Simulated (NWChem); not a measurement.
System: silole (C4H6Si); SMILES [SiH2]1C=CC=C1

NWChem printed, in part:

```
             Northwest Computational Chemistry Package (NWChem) 7.3.0
             --------------------------------------------------------

                             Geometry "geometry" -> ""
                             -------------------------

 Output coordinates in angstroms (scale by  1.889725989 to convert to a.u.)

  No.       Tag          Charge          X              Y              Z
 ---- ---------------- ---------- -------------- -------------- --------------
    1 C                    6.0000     0.00000000     0.74045900     1.30152200
    2 C                    6.0000     0.00000000     1.35529500     0.09975600
    3 Si                  14.0000     0.00000000     0.00000000    -1.19479200
    4 C                    6.0000     0.00000000    -1.35529500     0.09975600
    5 C                    6.0000     0.00000000    -0.74045900     1.30152200
    6 H                    1.0000     0.00000000     1.28051600     2.25544100
    7 H                    1.0000     0.00000000     2.44233900    -0.00211500
    8 H                    1.0000     1.21092400     0.00000000    -2.07316200
    9 H                    1.0000    -1.21092400     0.00000000    -2.07316200
   10 H                    1.0000     0.00000000    -2.44233900    -0.00211500
   11 H                    1.0000     0.00000000    -1.28051600     2.25544100

 Effective nuclear repulsion energy (a.u.)     200.8032455304

                              NWChem Property Module
                              ----------------------

  itol2e modified to match energy
  convergence criterion.

                                 NWChem DFT Module
                                 -----------------

 Summary of "ao basis" -> "ao basis" (spherical)
 ------------------------------------------------------------------------------
       Tag                 Description            Shells   Functions and Types
 ---------------- ------------------------------  ------  ---------------------
 C                           6-31g*                  6       14   3s2p1d
 Si                          6-31g*                  8       18   4s3p1d
 H                           6-31g*                  2        2   2s

  itol2e modified to match energy
  convergence criterion.

            General Information
            -------------------
          SCF calculation type: DFT
          Wavefunction type:  closed shell.
          No. of atoms     :    11
          No. of electrons :    44
           Alpha electrons :    22
            Beta electrons :    22
          Charge           :     0
          Spin multiplicity:     1
          Use of symmetry is: off; symmetry adaption is: off
          Maximum number of iterations: 150
          AO basis - number of functions:    86
                     number of shells:    44
          Convergence on energy requested:  1.00D-07
          Convergence on density requested:  1.00D-05
          Convergence on gradient requested:  5.00D-04

              XC Information
              --------------
                         B3LYP Method XC Potential
                     Hartree-Fock (Exact) Exchange  0.200
                        Slater Exchange Functional  0.800 local
                    Becke 1988 Exchange Functional  0.720 non-local
              Lee-Yang-Parr Correlation Functional  0.810
                  VWN I RPA Correlation Functional  0.190 local

             Grid Information
             ----------------
          Grid used for XC integration:  fine
          Radial quadrature: Mura-Knowles
          Angular quadrature: Lebedev.
          Tag              B.-S. Rad. Rad. Pts. Rad. Cut. Ang. Pts.
          ---              ---------- --------- --------- ---------
          C                   0.70       70          10.0       590
          Si                  1.10      123          10.0       770
          H                   0.35       60          12.0       590
          Grid pruning is: on
          Number of quadrature shells:   763
          Spatial weights used:  Erf1

      Superposition of Atomic Density Guess
      -------------------------------------

 Sum of atomic energies:        -442.44771935

      Non-variational initial energy
      ------------------------------

 Total energy =    -445.412449
 1-e energy   =   -1004.307269
 2-e energy   =     358.091574
 HOMO         =      -0.262740
 LUMO         =      -0.058917

   convergence    iter        energy       DeltaE   RMS-Dens  Diis-err
 ---------------- ----- ----------------- --------- --------- ---------
 d= 0,ls=0.0,diis     1   -445.4323426531 -6.46D+02  8.15D-03  3.72D-01
 d= 0,ls=0.0,diis     2   -445.4686781060 -3.63D-02  4.30D-03  8.59D-02
 d= 0,ls=0.0,diis     3   -445.4643277824  4.35D-03  2.64D-03  1.18D-01
 d= 0,ls=0.0,diis     4   -445.4798714373 -1.55D-02  5.25D-04  1.41D-03
 d= 0,ls=0.0,diis     5   -445.4800740260 -2.03D-04  1.27D-04  1.56D-04
  Resetting Diis
 d= 0,ls=0.0,diis     6   -445.4800972038 -2.32D-05  2.09D-05  3.30D-06
 d= 0,ls=0.0,diis     7   -445.4800976691 -4.65D-07  1.00D-05  1.82D-07
 d= 0,ls=0.0,diis     8   -445.4800976697 -6.09D-10  5.26D-06  1.79D-07

         Total DFT energy =     -445.480097669712
      One electron energy =    -1008.685757625265
           Coulomb energy =      407.282979780091
    Exchange-Corr. energy =      -44.880565354942
 Nuclear repulsion energy =      200.803245530403

 Numeric. integr. density =       44.000001408967

                       DFT Final Molecular Orbital Analysis
                       ------------------------------------

 Vector   20  Occ=2.000000D+00  E=-3.110602D-01
              MO Center= -3.2D-09,  4.1D-09, -1.5D-01, r^2= 4.1D+00
   Bfn.  Coefficient  Atom+Function         Bfn.  Coefficient  Atom+Function
  ----- ------------  ---------------      ----- ------------  ---------------
     3      0.267067   1 C  px               63      0.267067   5 C  px
    80     -0.238280   8 H  s                82      0.238280   9 H  s
    35     -0.209863   3 Si px                7      0.175256   1 C  px
    67      0.175256   5 C  px               79     -0.167086   8 H  s
    81      0.167086   9 H  s                17      0.158928   2 C  px

 Vector   21  Occ=2.000000D+00  E=-3.104749D-01
              MO Center=  7.1D-11, -1.3D-07, -2.1D-02, r^2= 3.3D+00
   Bfn.  Coefficient  Atom+Function         Bfn.  Coefficient  Atom+Function
  ----- ------------  ---------------      ----- ------------  ---------------
    36      0.370724   3 Si py               19     -0.272840   2 C  pz
    51      0.272840   4 C  pz               18     -0.179205   2 C  py
    50     -0.179205   4 C  py               32     -0.150306   3 Si py
    23     -0.145901   2 C  pz               55      0.145901   4 C  pz
     5      0.145010   1 C  pz               65     -0.145010   5 C  pz

 Vector   22  Occ=2.000000D+00  E=-2.297860D-01
              MO Center= -6.0D-10, -5.7D-09,  4.7D-01, r^2= 2.8D+00
   Bfn.  Coefficient  Atom+Function         Bfn.  Coefficient  Atom+Function
  ----- ------------  ---------------      ----- ------------  ---------------
    17      0.335265   2 C  px               49     -0.335265   4 C  px
    21      0.270053   2 C  px               53     -0.270053   4 C  px
     3      0.242819   1 C  px               63     -0.242819   5 C  px
     7      0.175876   1 C  px               67     -0.175876   5 C  px
    42      0.045185   3 Si d -2

 Vector   23  Occ=0.000000D+00  E=-5.052656D-02
              MO Center=  1.5D-10,  3.3D-09,  2.7D-01, r^2= 3.5D+00
   Bfn.  Coefficient  Atom+Function         Bfn.  Coefficient  Atom+Function
  ----- ------------  ---------------      ----- ------------  ---------------
    21      0.332184   2 C  px               53      0.332184   4 C  px
    80     -0.308400   8 H  s                82      0.308400   9 H  s
     7     -0.292653   1 C  px               67     -0.292653   5 C  px
    17      0.289212   2 C  px               49      0.289212   4 C  px
    39      0.274323   3 Si px                3     -0.256800   1 C  px

 Vector   24  Occ=0.000000D+00  E= 4.097434D-02
              MO Center= -6.2D-11,  2.2D-09, -1.5D+00, r^2= 4.4D+00
   Bfn.  Coefficient  Atom+Function         Bfn.  Coefficient  Atom+Function
  ----- ------------  ---------------      ----- ------------  ---------------
    40      1.229882   3 Si py               20     -0.670868   2 C  s
    52      0.670868   4 C  s                23      0.298931   2 C  pz
    55     -0.298931   4 C  pz               36      0.276704   3 Si py
    76     -0.163458   6 H  s                86      0.163458  11 H  s
    19      0.150316   2 C  pz               51     -0.150316   4 C  pz

 Vector   25  Occ=0.000000D+00  E= 7.014059D-02
              MO Center= -1.5D-10,  1.7D-09, -1.4D+00, r^2= 4.7D+00
   Bfn.  Coefficient  Atom+Function         Bfn.  Coefficient  Atom+Function
  ----- ------------  ---------------      ----- ------------  ---------------
    41      1.681384   3 Si pz               20     -0.620556   2 C  s
    52     -0.620556   4 C  s                80      0.619313   8 H  s
    82      0.619313   9 H  s                 6     -0.396658   1 C  s
    66     -0.396658   5 C  s                38      0.368089   3 Si s
    23      0.299295   2 C  pz               55      0.299295   4 C  pz

     Multipole analysis of the density
     ---------------------------------

     L   x y z        total         alpha         beta         nuclear
     -   - - -        -----         -----         ----         -------
     0   0 0 0     -0.000000    -22.000000    -22.000000     44.000000

     1   1 0 0      0.000000      0.000000      0.000000      0.000000
     1   0 1 0     -0.000000     -0.000000     -0.000000      0.000000
     1   0 0 1      0.259329     -0.294179     -0.294179      0.847686

     2   2 0 0    -30.005508    -20.239138    -20.239138     10.472767
     2   1 1 0     -0.000000     -0.000000     -0.000000      0.000000
     2   1 0 1      0.000000      0.000000      0.000000      0.000000
     2   0 2 0    -25.898570    -91.210464    -91.210464    156.522359
     2   0 1 1      0.000000      0.000000      0.000000      0.000000
     2   0 0 2    -26.461161   -118.938296   -118.938296    211.415431

          -----------------------------------------
          Chemical Shielding Tensors (GIAO, in ppm)
          -----------------------------------------

                                NWChem CPHF Module
                                ------------------

  scftype          =     RHF
  nclosed          =       22
  nopen            =        0
  variables        =     1408
  # of vectors     =        3
  tolerance        = 0.10D-03
  level shift      = 0.00D+00
  max iterations   =       50
  max subspace     =       30

 SCF residual:    2.2180696337228658E-004

Iterative solution of linear equations
  No. of variables     1408
  No. of equations        3
  Maximum subspace       30
        Iterations       50
       Convergence  1.0D-04

   iter   nsub   residual    time
   ----  ------  --------  ---------
     1      3    7.40D-01      38.1
     2      6    8.45D-02      41.5
     3      9    3.44D-03      44.6
     4     12    1.37D-04      47.8
     5     15    4.69D-06      52.2

      Atom:    1  C
        Diamagnetic
    239.6724     -0.0000      0.0000
     -0.0000    265.1154     -1.3124
      0.0000     -1.3124    262.8862

        Paramagnetic
    -92.4618     -0.0000     -0.0000
     -0.0000   -303.4696    -42.9704
     -0.0000    -42.9704   -227.1708

        Total Shielding Tensor
    147.2106     -0.0000      0.0000
     -0.0000    -38.3541    -44.2829
      0.0000    -44.2829     35.7153

           isotropic =      48.1906
          anisotropy =     148.5300

          Principal Components and Axis System
                 1           2           3
              147.2106    -59.0476     56.4088

      1         1.0000      0.0000     -0.0000
      2        -0.0000      0.9060     -0.4234
      3         0.0000      0.4234      0.9060

      Atom:    2  C
        Diamagnetic
    240.5169      0.0000      0.0000
      0.0000    266.4290      2.9464
      0.0000      2.9464    263.6415

        Paramagnetic
    -64.5254     -0.0000     -0.0000
     -0.0000   -289.8561    -21.5923
     -0.0000    -21.5923   -205.6732

        Total Shielding Tensor
    175.9915     -0.0000     -0.0000
     -0.0000    -23.4271    -18.6459
     -0.0000    -18.6459     57.9682

           isotropic =      70.1775
          anisotropy =     158.7210

          Principal Components and Axis System
                 1           2           3
              175.9915     62.0363    -27.4952

      1         1.0000     -0.0000      0.0000
      2        -0.0000     -0.2132      0.9770
      3        -0.0000      0.9770      0.2132

      Atom:    3  Si
        Diamagnetic
    879.8726      0.0000      0.0000
      0.0000    885.5886      0.0000
      0.0000      0.0000    886.9743

        Paramagnetic
   -519.3725     -0.0000     -0.0000
     -0.0000   -388.4161      0.0000
     -0.0000      0.0000   -436.2502

        Total Shielding Tensor
    360.5001     -0.0000     -0.0000
     -0.0000    497.1726      0.0000
     -0.0000      0.0000    450.7241

           isotropic =     436.1323
          anisotropy =      91.5604

          Principal Components and Axis System
                 1           2           3
              497.1726    450.7241    360.5001

      1        -0.0000     -0.0000      1.0000
      2         1.0000     -0.0000      0.0000
      3         0.0000      1.0000      0.0000

      Atom:    4  H
        Diamagnetic
     21.5525     -0.0000      0.0000
     -0.0000     29.8162      7.8227
      0.0000      7.8227     38.5786

        Paramagnetic
      2.7068      0.0000     -0.0000
      0.0000     -6.0422     -9.9080
     -0.0000     -9.9080    -11.1259

        Total Shielding Tensor
     24.2593      0.0000     -0.0000
      0.0000     23.7740     -2.0853
     -0.0000     -2.0853     27.4528

           isotropic =      25.1620
          anisotropy =       4.8479

          Principal Components and Axis System
                 1           2           3
               28.3940     24.2593     22.8328

      1        -0.0000      1.0000      0.0000
      2        -0.4114     -0.0000      0.9115
      3         0.9115      0.0000      0.4114

      Atom:    5  H
        Diamagnetic
     21.3783      0.0000      0.0000
      0.0000     43.9295     -1.0613
      0.0000     -1.0613     24.9773

        Paramagnetic
      4.7640     -0.0000      0.0000
     -0.0000    -18.6024      0.7252
      0.0000      0.7252      2.5121

        Total Shielding Tensor
     26.1423     -0.0000      0.0000
     -0.0000     25.3272     -0.3360
      0.0000     -0.3360     27.4894

           isotropic =      26.3196
          anisotropy =       1.8312

          Principal Components and Axis System
                 1           2           3
               27.5404     26.1423     25.2761

      1         0.0000      1.0000      0.0000
      2        -0.1501     -0.0000      0.9887
      3         0.9887     -0.0000      0.1501

      Atom:    6  H
        Diamagnetic
     32.1380     -0.0000     -7.6774
     -0.0000     24.6752      0.0000
     -7.6774      0.0000     31.4083

        Paramagnetic
     -3.2783      0.0000      3.8262
      0.0000      0.7041     -0.0000
      3.8262     -0.0000     -3.5781

        Total Shielding Tensor
     28.8597      0.0000     -3.8513
      0.0000     25.3793     -0.0000
     -3.8513     -0.0000     27.8302

           isotropic =      27.3564
          anisotropy =       7.3111

          Principal Components and Axis System
                 1           2           3
               32.2305     25.3793     24.4595

      1         0.7525      0.0000      0.6586
      2         0.0000      1.0000     -0.0000
      3        -0.6586      0.0000      0.7525
```

Level: B3LYP/6-31G* (spherical d), GIAO. Structure relaxed at the PBE0/def2-SVP level. B3LYP is NWChem's, with the RPA form of VWN correlation. The output numbers the shielded atoms by their place in the input's list. The printed shielding anisotropy is the first printed principal value minus the mean of the other two.

Q: Reconstruct the input file.

A: This is not unique; one that fits is the input that was run:
```
start job
memory heap 200 mb stack 900 mb global 1100 mb
geometry units angstroms noautosym nocenter noautoz
  C      0.000000     0.740459     1.301522
  C      0.000000     1.355295     0.099756
  Si     0.000000     0.000000    -1.194792
  C      0.000000    -1.355295     0.099756
  C      0.000000    -0.740459     1.301522
  H      0.000000     1.280516     2.255441
  H      0.000000     2.442339    -0.002115
  H      1.210924     0.000000    -2.073162
  H     -1.210924     0.000000    -2.073162
  H      0.000000    -2.442339    -0.002115
  H      0.000000    -1.280516     2.255441
end
basis spherical
  * library 6-31g*
end
dft
  xc b3lyp
  iterations 150
end
property
  shielding 6 1 2 3 6 7 8
end
task dft property
```
